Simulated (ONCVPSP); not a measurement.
Zn: excitation energies, all-electron against ONCV

| Item | Value |
| --- | --- |
| Element | zinc |
| Generator | ONCVPSP 4.0.1 |
| Type | optimised norm-conserving Vanderbilt (ONCV) |
| Functional | PBE |
| Relativity | scalar-relativistic |
| Frozen core | [Ar] |
| Valence charge | 12 |
| Reference configuration | 3d10 4s1 (charge +1) |
| Partial waves | 4s: rc 1.70 bohr, ncon 3, nbas 7, qcut 3.7 1/bohr, 2 projectors, debl 0.6 Ha; p scattering state at 0.44 Ha: rc 1.60 bohr, ncon 3, nbas 6, qcut 4.9 1/bohr, 2 projectors, debl 3.8 Ha; 3d: rc 1.20 bohr, ncon 4, nbas 8, qcut 11.2 1/bohr, 2 projectors, debl 0.4 Ha |
| Local potential | polynomial inside 0.90 bohr (lpopt 5, dvloc0 -1 Ha) |
| Core correction | Teter function, fcfact 5.5, rcfact 1.1 |

In the d channel the program set the typed energies aside and used -0.726, 0.250 Ha.

Energies are relative to the spin-unpolarised reference configuration 3d10 4s1; without spin polarisation the order of configurations can differ from experiment.

**Question.** Give the all-electron excitation energy and the error of the potential for: 3d10 4s2; 3d10 4s0; 3d9 4s0; 3d9 4s2 4p1.

**Answer.**

```
valence configuration  charge  ΔE all-electron (eV)  error AE − PS (meV)
             3d10 4s2       0                -9.889                 +6.6
             3d10 4s0      +2                18.443                  +24
              3d9 4s0      +3                58.976                  +86
          3d9 4s2 4p1       0                 2.355                 -136
```

Levels in the configuration 3d10 4s0:

| level | all-electron (eV) | pseudo (eV) |
| --- | --- | --- |
| 3d | -30.856 | -30.746 |

Note: ghosts flagged at negative energy: s at -108.0 eV; GHOST(+) flagged for p at 122.9 eV. A true bound ghost makes a file unfit for plane-wave use.
